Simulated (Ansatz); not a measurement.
Consider the hydrogen abstraction from the In–H bond: `[SiH3][O][InH2]` + F• → `[SiH3][O][InH]`• + H–F.

Program: Ansatz. Geometries: PBE0-D4/def2-TZVP. ΔE: electronic, gas phase. CCSD(T)/CBS adds triple-zeta CCSD(T) − MP2 to the extrapolated MP2 energy (def2 sets, frozen cores). This one scheme is used for every species, atoms too. Functionals use def2-TZVPP. B3LYP here is the variant with VWN-RPA as its local correlation; programs differ in this. HSE06 is defined as in plane-wave codes. Open shells (•) are unrestricted, without spin–orbit coupling. Spin–orbit coupling would lower the free atoms: a little for F. Elements past krypton have def2 core potentials. Bonds to In are less sure, by a few kJ/mol each and by 10 to 20 or more in all where they break to atoms, as the def2 sets lack core-valence functions.

```json
{"level": "LDA (SPW92)", "ΔE (kJ/mol)": "-349.3", "difference from CCSD(T)/CBS": "-65.2"}
{"level": "PBE-D4", "ΔE (kJ/mol)": "-307.1", "difference from CCSD(T)/CBS": "-23.0"}
{"level": "revPBE-D4", "ΔE (kJ/mol)": "-296.5", "difference from CCSD(T)/CBS": "-12.4"}
{"level": "BLYP-D4", "ΔE (kJ/mol)": "-303.7", "difference from CCSD(T)/CBS": "-19.6"}
{"level": "r2SCAN-D4", "ΔE (kJ/mol)": "-285.3", "difference from CCSD(T)/CBS": "-1.2"}
{"level": "B97M-V", "ΔE (kJ/mol)": "-262.6", "difference from CCSD(T)/CBS": "21.5"}
{"level": "PBE0-D4", "ΔE (kJ/mol)": "-279.5", "difference from CCSD(T)/CBS": "4.6"}
{"level": "B3LYP-D4", "ΔE (kJ/mol)": "-285.6", "difference from CCSD(T)/CBS": "-1.5"}
{"level": "HSE06-D4", "ΔE (kJ/mol)": "-280.6", "difference from CCSD(T)/CBS": "3.5"}
{"level": "CAM-B3LYP-D4", "ΔE (kJ/mol)": "-279.2", "difference from CCSD(T)/CBS": "4.9"}
{"level": "ωB97X-V", "ΔE (kJ/mol)": "-264.4", "difference from CCSD(T)/CBS": "19.7"}
{"level": "ωB97M-V", "ΔE (kJ/mol)": "-273.0", "difference from CCSD(T)/CBS": "11.1"}
{"level": "B2PLYP", "ΔE (kJ/mol)": "-283.7", "difference from CCSD(T)/CBS": "0.4"}
{"level": "PBE-QIDH", "ΔE (kJ/mol)": "-272.2", "difference from CCSD(T)/CBS": "11.9"}
{"level": "PBE", "ΔE (kJ/mol)": "-307.7", "difference from CCSD(T)/CBS": "-23.6"}
{"level": "revPBE", "ΔE (kJ/mol)": "-298.0", "difference from CCSD(T)/CBS": "-13.9"}
{"level": "BLYP", "ΔE (kJ/mol)": "-304.9", "difference from CCSD(T)/CBS": "-20.8"}
{"level": "r2SCAN", "ΔE (kJ/mol)": "-285.6", "difference from CCSD(T)/CBS": "-1.5"}
{"level": "PBE0", "ΔE (kJ/mol)": "-280.1", "difference from CCSD(T)/CBS": "4.0"}
{"level": "B3LYP", "ΔE (kJ/mol)": "-286.5", "difference from CCSD(T)/CBS": "-2.4"}
{"level": "r2SCANh", "ΔE (kJ/mol)": "-278.1", "difference from CCSD(T)/CBS": "6.0"}
{"level": "r2SCAN0", "ΔE (kJ/mol)": "-267.2", "difference from CCSD(T)/CBS": "16.9"}
{"level": "HSE06", "ΔE (kJ/mol)": "-281.2", "difference from CCSD(T)/CBS": "2.9"}
{"level": "BHLYP", "ΔE (kJ/mol)": "-250.9", "difference from CCSD(T)/CBS": "33.2"}
{"level": "CAM-B3LYP", "ΔE (kJ/mol)": "-279.7", "difference from CCSD(T)/CBS": "4.4"}
{"level": "LC-ωPBE", "ΔE (kJ/mol)": "-274.2", "difference from CCSD(T)/CBS": "9.9"}
{"level": "RPA@PBE/def2-TZVPP", "ΔE (kJ/mol)": "-239.1", "difference from CCSD(T)/CBS": "45.0"}
{"level": "HF/def2-SVP", "ΔE (kJ/mol)": "-170.2", "difference from CCSD(T)/CBS": "113.9"}
{"level": "MP2/def2-SVP", "ΔE (kJ/mol)": "-272.5", "difference from CCSD(T)/CBS": "11.6"}
{"level": "CCSD/def2-SVP", "ΔE (kJ/mol)": "-245.6", "difference from CCSD(T)/CBS": "38.5"}
{"level": "CCSD(T)/def2-SVP", "ΔE (kJ/mol)": "-248.3", "difference from CCSD(T)/CBS": "35.8"}
{"level": "HF/def2-TZVPP", "ΔE (kJ/mol)": "-179.3", "difference from CCSD(T)/CBS": "104.8"}
{"level": "CCSD/def2-TZVPP", "ΔE (kJ/mol)": "-264.5", "difference from CCSD(T)/CBS": "19.6"}
{"level": "CCSD(T)/def2-TZVPP", "ΔE (kJ/mol)": "-271.3", "difference from CCSD(T)/CBS": "12.8"}
{"level": "HF/def2-QZVPP", "ΔE (kJ/mol)": "-180.4", "difference from CCSD(T)/CBS": "103.7"}
{"level": "MP2/def2-QZVPP", "ΔE (kJ/mol)": "-307.1", "difference from CCSD(T)/CBS": "-23.0"}
{"level": "SCS-MP2/def2-QZVPP", "ΔE (kJ/mol)": "-286.5", "difference from CCSD(T)/CBS": "-2.4"}
{"level": "HF/CBS(def2)", "ΔE (kJ/mol)": "-180.5", "difference from CCSD(T)/CBS": "103.6"}
{"level": "MP2/CBS(def2)", "ΔE (kJ/mol)": "-312.2", "difference from CCSD(T)/CBS": "-28.1"}
{"level": "CCSD/CBS(def2)", "ΔE (kJ/mol)": "-277.3", "difference from CCSD(T)/CBS": "6.8"}
{"level": "CCSD(T)/CBS", "ΔE (kJ/mol)": "-284.1", "difference from CCSD(T)/CBS": "0"}
```

Largest T1 diagnostic among the species: 0.019.

At CCSD(T), def2-SVP lies +35.8 kJ/mol from the extrapolated value and def2-TZVPP +12.8 kJ/mol. In def2-TZVPP, CCSD(T) changes the Hartree–Fock value by −92.0 kJ/mol (the triples alone add −6.8 kJ/mol) and MP2 by −120.1 kJ/mol.

CCSD(T)/CBS has its own doubt, a few kJ/mol and more with outer-core shells, so smaller differences from it don't rank the levels.
